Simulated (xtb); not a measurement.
xtb was given this input:
```
$ xtb mol.xyz --gfn 2 --opt vtight --json

# file mol.xyz
8

Cl     2.06560398    -0.49848425    -1.50758041
Si     1.13664266    -0.13002666     0.17152946
Cl     1.91749972     1.57774866     0.96291768
Cl     1.50483880    -1.62198676     1.37810395
Si    -1.22136171     0.10453166    -0.22126531
Cl    -1.52321609     1.66852143    -1.46079283
Cl    -1.93813261    -1.55051437    -1.01483988
Cl    -2.07981950     0.43183793     1.56800911
```

**Question.** Give the total energy at the end of the optimisation at the level GFN2-xTB in xtb.

**Answer.** -31.0122 Eh

**Question.** Estimate the HOMO-LUMO gap that GFN2-xTB returns for this input.

**Answer.** 4.91 eV
